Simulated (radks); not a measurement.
All-electron atom: neutral xenon in [Xe] (the NIST ground configuration).

All-electron calculation, scalar-relativistic Kohn-Sham, LDA (Slater exchange, VWN5 correlation), spin-unpolarised, spherical densities, finite nucleus; Fermi nuclear charge, rms radius 4.7859 fm; hard spherical wall at 10 bohr. Program: a radial shooting solver on a logarithmic mesh with Libxc functionals.

Energy parts (Ry):
total: -14882.24222
kinetic: 15645.08611
electron-nucleus: -36030.97796
Hartree: 5864.89133
exchange-correlation: -361.24170

Orbitals (lengths in bohr, moments of r in powers of bohr; <r^-3> diverges for s and p1/2; r(90%) holds 90 % of the orbital's charge):
[
 {"orbital": "1s", "occ.": "2", "eigenvalue (Ry)": "-2523.415", "r(90%)": "0.0480", "<r^-3>": "-"},
 {"orbital": "2s", "occ.": "2", "eigenvalue (Ry)": "-392.8044", "r(90%)": "0.177", "<r^-3>": "-"},
 {"orbital": "2p", "occ.": "6", "eigenvalue (Ry)": "-352.6760", "r(90%)": "0.163", "<r^-3>": "6163"},
 {"orbital": "3s", "occ.": "2", "eigenvalue (Ry)": "-80.31024", "r(90%)": "0.451", "<r^-3>": "-"},
 {"orbital": "3p", "occ.": "6", "eigenvalue (Ry)": "-67.34567", "r(90%)": "0.457", "<r^-3>": "1189"},
 {"orbital": "3d", "occ.": "10", "eigenvalue (Ry)": "-48.05806", "r(90%)": "0.441", "<r^-3>": "163.9"},
 {"orbital": "4s", "occ.": "2", "eigenvalue (Ry)": "-14.47723", "r(90%)": "1.03", "<r^-3>": "-"},
 {"orbital": "4p", "occ.": "6", "eigenvalue (Ry)": "-10.36512", "r(90%)": "1.12", "<r^-3>": "239.7"},
 {"orbital": "4d", "occ.": "10", "eigenvalue (Ry)": "-4.36969", "r(90%)": "1.33", "<r^-3>": "25.40"},
 {"orbital": "5s", "occ.": "2", "eigenvalue (Ry)": "-1.46856", "r(90%)": "2.71", "<r^-3>": "-"},
 {"orbital": "5p", "occ.": "6", "eigenvalue (Ry)": "-0.61614", "r(90%)": "3.48", "<r^-3>": "24.39"},
 {"orbital": "6s", "occ.": "0", "eigenvalue (Ry)": "-0.00449", "r(90%)": "7.31", "<r^-3>": "-"},
 {"orbital": "5d", "occ.": "0", "eigenvalue (Ry)": "0.13945", "r(90%)": "7.25", "<r^-3>": "0.4072"},
 {"orbital": "4f", "occ.": "0", "eigenvalue (Ry)": "0.38386", "r(90%)": "8.20", "<r^-3>": "0.01208"}
]

The highest occupied level is 5p at -8.383 eV. Summed over all electrons, <r^2> = 60.85 bohr^2, which gives a Langevin (diamagnetic) susceptibility term of -48.2 x 10^-6 cm^3/mol. The electron density at the nucleus is 2.795e+05 e/bohr^3 (large components only). The pressure on the wall is 0.00121 GPa.
